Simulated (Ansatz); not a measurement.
GaH₃OSi, SMILES `[O]1[SiH2][GaH]1`. Charge 0, multiplicity 1. The structure was optimised at the PBE0-D4/def2-TZVP level.

```xyz
6

O    -0.841   -0.117    0.777
Si   -0.233   -0.545   -0.690
Ga    0.764    0.919    0.731
H    -0.992   -0.130   -1.901
H     0.214   -1.953   -0.870
H     1.088    1.825    1.953
```

Problem. What is the dipole moment at B3LYP/def2-TZVPP? (Best estimate.)

Solution. The calculation gave: 1.83 D, with components (1.55, 0.60, -0.76) D in this frame, pointing from negative to positive charge.

Problem. And with PBE, r2SCAN, ωB97M-V? (An estimate is asked.)

Solution. The calculation gave: PBE 1.58 D, r2SCAN 1.61 D, ωB97M-V 1.88 D.

Problem. Give the Mulliken charges with B3LYP, ωB97M-V, PBE in def2-TZVPP. (Best estimate.)

Solution. Ansatz gave: 
| atom | B3LYP | ωB97M-V | PBE |
| --- | --- | --- | --- |
| O1 | -0.49 | -0.49 | -0.41 |
| Si2 | 0.43 | 0.35 | 0.35 |
| Ga3 | 0.22 | 0.19 | 0.19 |
| H4 | -0.07 | -0.04 | -0.06 |
| H5 | -0.07 | -0.04 | -0.06 |
| H6 | -0.01 | 0.03 | 0.00 |

B3LYP here is the variant with VWN-RPA as its local correlation; programs differ in this.
